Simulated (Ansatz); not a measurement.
One change: `CB(C)O[SiH3]` becomes `CB(O[SiH3])O[SiH3]`.

Ansatz, PBE0-D4/def2-TZVP geometries, multiplicity 1. Each molecule was computed in one conformer, which needn't be the lowest.

| property | `CB(C)O[SiH3]` |
| --- | --- |
| HOMO–LUMO gap (PBE0/def2-TZVPP) / eV | 8.35 |
| size of the dipole moment (ωB97M-V/def2-TZVPP) / D | 0.66 |
| HOMO–LUMO gap (ωB97M-V/def2-TZVPP) / eV | 12.15 |
| HOMO energy (PBE/def2-TZVPP) / eV | -6.67 |
| LUMO energy (PBE/def2-TZVPP) / eV | -0.76 |
| LUMO energy (PBE0/def2-TZVPP) / eV | 0.25 |

(1) What does the change do to each property? (An estimate is asked.)

Answers

(1) Computed: 
```tsv
property	`CB(O[SiH3])O[SiH3]`	shift
HOMO–LUMO gap (PBE0/def2-TZVPP) / eV	8.59	0.24
size of the dipole moment (ωB97M-V/def2-TZVPP) / D	0.51	-0.15
HOMO–LUMO gap (ωB97M-V/def2-TZVPP) / eV	12.45	0.30
HOMO energy (PBE/def2-TZVPP) / eV	-7.23	-0.56
LUMO energy (PBE/def2-TZVPP) / eV	-0.96	-0.20
LUMO energy (PBE0/def2-TZVPP) / eV	-0.13	-0.38
```

With PBE0 the HOMO falls by 0.61 eV and the LUMO falls by 0.38 eV, so the gap widens by about 0.23 eV. PBE moves the HOMO by -0.56 eV and ωB97M-V by -0.60 eV. Dipoles are sizes alone; their direction can turn.
